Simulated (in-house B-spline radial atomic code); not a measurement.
The numbers below are computed, except where a source is named.
Correlation energy from the adiabatic connection: −Z/r, Z = 2.2

Two electrons in a singlet, external potential −Z/r, Z = 2.2 (atomic units). Full CI in B-splines (partial waves to l = 8, correlation up to 0.6 % small) with the density held fixed gives W(λ) = <V_ee>_λ − U, and E_c is the integral of W(λ) − W(0) from 0 to 1.

```csv
λ,W(λ) − W(0) (hartree)
0,0.00000
0.02,-0.00191
0.05,-0.00475
0.12,-0.01124
0.25,-0.02284
0.4,-0.03551
0.6,-0.05135
0.8,-0.06607
1,-0.07979
```

Integrate the table by the trapezoid rule.

The strips give -0.00002, -0.00010, -0.00056, -0.00222, -0.00438, -0.00869, -0.01174, -0.01459, which sum to -0.04228 hartree. The direct value, W(1) − W(0) + T_c with T_c = 0.03744, is -0.04235; the curve is convex, so chords lie above it and the trapezoids fall short in size by 0.17 %.

Now use only three numbers: W(0) = -1.15, the initial slope W'(0) = -0.09594 (extrapolated from the first points) and the strong-coupling limit of the point-charge-plus-continuum model, W∞ = -1.6397. What do second-order theory and the interpolation W(λ) = W∞ + (W(0) − W∞)/√(1 + 2χλ) of Seidl, Perdew and Levy give?

Second order keeps the slope alone: E_c = W'(0)/2 = -0.04797, +13 % in size against -0.04235. Matching the slope fixes χ = W'(0)/(W∞ − W(0)) = -0.09594/(-0.48970) = 0.19592. Integrating, with s = √(1 + 2χ) = 1.179759, E_c = −(W(0) − W∞)(s − 1)/(s + 1) = −0.48970 × 0.179759/2.179759 = -0.04038 hartree, -4.7 % in size against the full result. At λ = 1 the formula gives W − W(0) = -0.07462 against -0.07979. Part of the miss can come from the model's W∞.
